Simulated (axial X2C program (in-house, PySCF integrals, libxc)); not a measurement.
**Low determinants of GeP⁻ at the PBE0 level, with spin–orbit coupling**

All values were computed with an in-house all-electron X2C program for linear molecules (integrals from PySCF). Two-component (2c) means X2C with spin–orbit coupling and atomic mean-field two-electron Coulomb and Gaunt terms. Basis: Ge dyall-acv3z [10s10p8d5f1g], P dyall-av3z [9s8p3d2f] (cores contracted in-house); Gaussian nuclei, density fitting, unrestricted open shells. Masses: Ge 73.921 u, P 30.974 u.

Search at 2.070 Å (vertical energies from the lowest determinant):

| ΔE (eV) | state | electrons beyond evenly filled partner blocks | electrons in ±ω = 1/2, 3/2, 5/2, 7/2 |
| --- | --- | --- | --- |
| 0.00 | Ω = 0 | none | 34 12 2 0 |
| 2.36 | Ω = 1 | ω = -1/2, ω = 3/2 | 35 11 2 0 |
| 2.41 | Ω = 1 | 2 × ω = 1/2 | 34 12 2 0 |
| 2.43 | Ω = 3 | 2 × ω = 3/2 | 34 12 2 0 |
| 2.48 | Ω = 1 | ω = -1/2, ω = 3/2 | 33 13 2 0 |
| 2.57 | Ω = 2 | ω = 1/2, ω = 3/2 | 33 13 2 0 |
| 2.63 | Ω = 2 | ω = 1/2, ω = 3/2 | 35 11 2 0 |

Lowest determinant, Ω = 0 (closed shell): Re = 2.067 Å, ωe = 546.5 cm⁻¹.

The determinant in row 2 of the search, Ω = 1 (⟨Sz⟩ = 1.00, ⟨Lz⟩ = 0.00 at PBE0), was followed along the bond at PBE0; measured from the minimum of the lowest determinant it gives:

Te = 2.057 eV (16589 cm⁻¹), Re = 2.262 Å, ωe = 397.2 cm⁻¹.

(1) Compare the bond of the determinant in row 2 with that of the lowest one.

The search compares states at one distance, so a state with another bond length can lie lower; it is not exhaustive and yields mostly the lowest determinant of each block pattern, so other components and higher states of one pattern are missing. These are energies of single determinants, not of spin-adapted states; PBE0 term energies can be off by some tenths of an eV, and the functional has no current term. Open-shell Ω = 0 determinants with evenly filled partner blocks cannot be reached by this program, so the Ω shown need not be the lowest component. For an anion, determinants above electron detachment are held by the basis set. Row 2 has a positive highest level at its minimum.

Results:

(1) At PBE0 its Re is 0.195 Å longer and its force constant, which goes as ωe², is 0.53 times that of the lowest determinant. T0 ≈ Te + Δωe/2 = 16589 + (-75) = 16514 cm⁻¹.
